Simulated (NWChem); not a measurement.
System: C3H4Cl2Si; SMILES [SiH3]C(Cl)=C=CCl

```xyz
10

Si    -1.4960     1.8318    -0.1120
C      0.0741     0.8108     0.1263
Cl     1.5659     1.6940    -0.1383
C      0.0884    -0.4549     0.4601
C      0.0449    -1.7151     0.8111
Cl    -0.0201    -3.0202    -0.3237
H     -2.6775     0.9575     0.1344
H     -1.5143     2.3633    -1.5051
H     -1.4758     2.9703     0.8515
H      0.0486    -2.0359     1.8574
```
Atoms are numbered in this order, from 1.

Results from NWChem. The geometry was optimised at PBE0/def2-SVP. Level: PBE0/def2-SVP with SMD (1 M gas to 1 M solution), gas-phase geometry. Reactions with the solvent are ignored.

For solvent water:

* **solvation free energy (kcal/mol)**: 1.9
* **cavity-dispersion-structure term (kcal/mol)**: 4.1
* **dipole in solution (D)**: 1.88

Problem. How do the values read with solvent toluene instead?

Solution. solvation free energy (kcal/mol): -3.5
cavity-dispersion-structure term (kcal/mol): -2.3
dipole in solution (D): 1.64
